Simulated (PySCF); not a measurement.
## Sb⁻ (antimony, charge -1) across methods

[Kr] 4d10 5s2 5p4, high-spin 3P determinant. Computed with PySCF 2.14 in aug-cc-pwCVTZ-PP with ECP28MDF (8s7p6d4f1g, 96 functions), with a scalar-relativistic core potential.

```json
{"method": "PW91", "E (hartree)": "-240.3405", "mean ε 5s β (eV)": "-5.977", "mean ε 5p α (eV)": "0.517", "mean ε 5p β (eV)": "1.421", "Σ⟨r²⟩ (bohr²)": "85.05", "⟨S²⟩": "2.006"}
{"method": "PBE", "E (hartree)": "-240.2444", "mean ε 5s β (eV)": "-5.929", "mean ε 5p α (eV)": "0.530", "mean ε 5p β (eV)": "1.439", "Σ⟨r²⟩ (bohr²)": "85.43", "⟨S²⟩": "2.006"}
{"method": "PBE0", "E (hartree)": "-240.2568", "mean ε 5s β (eV)": "-6.883", "mean ε 5p α (eV)": "-0.304", "mean ε 5p β (eV)": "0.754", "Σ⟨r²⟩ (bohr²)": "83.69", "⟨S²⟩": "2.008"}
{"method": "TPSS", "E (hartree)": "-240.1527", "mean ε 5s β (eV)": "-5.800", "mean ε 5p α (eV)": "0.516", "mean ε 5p β (eV)": "1.443", "Σ⟨r²⟩ (bohr²)": "84.04", "⟨S²⟩": "2.007"}
{"method": "M06-L", "E (hartree)": "-240.4017", "mean ε 5s β (eV)": "-5.900", "mean ε 5p α (eV)": "0.601", "mean ε 5p β (eV)": "1.450", "Σ⟨r²⟩ (bohr²)": "85.49", "⟨S²⟩": "2.009"}
{"method": "UHF", "E (hartree)": "-239.27584", "mean ε 5s β (eV)": "-8.920", "mean ε 5p α (eV)": "-2.456", "mean ε 5p β (eV)": "-0.738", "Σ⟨r²⟩ (bohr²)": "83.98", "⟨S²⟩": "2.021"}
{"method": "HSE06", "E (hartree)": "-240.2562", "mean ε 5s β (eV)": "-6.574", "mean ε 5p α (eV)": "0.090", "mean ε 5p β (eV)": "1.090", "Σ⟨r²⟩ (bohr²)": "83.96", "⟨S²⟩": "2.006"}
{"method": "LDA", "E (hartree)": "-239.8833", "mean ε 5s β (eV)": "-6.295", "mean ε 5p α (eV)": "0.454", "mean ε 5p β (eV)": "1.332", "Σ⟨r²⟩ (bohr²)": "85.23", "⟨S²⟩": "2.005"}
```

Q: Estimate the same row for r2SCAN.

A: E (hartree) = -240.3453; mean ε 5s β (eV) = -5.905; mean ε 5p α (eV) = 0.288; mean ε 5p β (eV) = 1.324; Σ⟨r²⟩ (bohr²) = 83.74; ⟨S²⟩ = 2.012.

Energies and moments cover only the electrons outside the core potential.

The highest occupied level is positive at PW91, PBE, PBE0, TPSS, M06-L, HSE06, LDA, r2SCAN: only the finite basis holds that electron, which in a density functional comes from self-interaction.
